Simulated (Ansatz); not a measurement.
Start from `F[C@H]1C[Si@@H]1F` and change one atom or group (the configuration at a centre changes too) to get `C[Si@H]1C[C@H]1F`.

Ansatz, PBE0-D4/def2-TZVP geometries, multiplicity 1. 

```json
{"property": "size of the dipole moment (ωB97M-V/def2-TZVPP) / D", "`F[C@H]1C[Si@@H]1F`": "1.15"}
{"property": "HOMO–LUMO gap (ωB97M-V/def2-TZVPP) / eV", "`F[C@H]1C[Si@@H]1F`": "11.43"}
{"property": "LUMO energy (ωB97M-V/def2-TZVPP) / eV", "`F[C@H]1C[Si@@H]1F`": "1.85"}
{"property": "HOMO energy (B3LYP/def2-TZVPP) / eV", "`F[C@H]1C[Si@@H]1F`": "-7.16"}
{"property": "HOMO energy (PBE/def2-TZVPP) / eV", "`F[C@H]1C[Si@@H]1F`": "-6.05"}
{"property": "HOMO energy (PBE0/def2-TZVPP) / eV", "`F[C@H]1C[Si@@H]1F`": "-7.36"}
```

Question: What does the change do to each property? (Estimate.)

Answer: Ansatz gave: 
```json
{"property": "size of the dipole moment (ωB97M-V/def2-TZVPP) / D", "`C[Si@H]1C[C@H]1F`": "1.89", "shift": "0.74"}
{"property": "HOMO–LUMO gap (ωB97M-V/def2-TZVPP) / eV", "`C[Si@H]1C[C@H]1F`": "11.13", "shift": "-0.30"}
{"property": "LUMO energy (ωB97M-V/def2-TZVPP) / eV", "`C[Si@H]1C[C@H]1F`": "2.14", "shift": "0.29"}
{"property": "HOMO energy (B3LYP/def2-TZVPP) / eV", "`C[Si@H]1C[C@H]1F`": "-6.61", "shift": "0.55"}
{"property": "HOMO energy (PBE/def2-TZVPP) / eV", "`C[Si@H]1C[C@H]1F`": "-5.58", "shift": "0.47"}
{"property": "HOMO energy (PBE0/def2-TZVPP) / eV", "`C[Si@H]1C[C@H]1F`": "-6.80", "shift": "0.56"}
```

With PBE0 the HOMO rises by 0.56 eV and the LUMO rises by 0.49 eV, so the gap narrows by about 0.07 eV. PBE moves the HOMO by 0.47 eV and ωB97M-V by 0.58 eV. Dipoles are sizes alone; their direction can turn.

B3LYP here is the variant with VWN-RPA as its local correlation; programs differ in this.
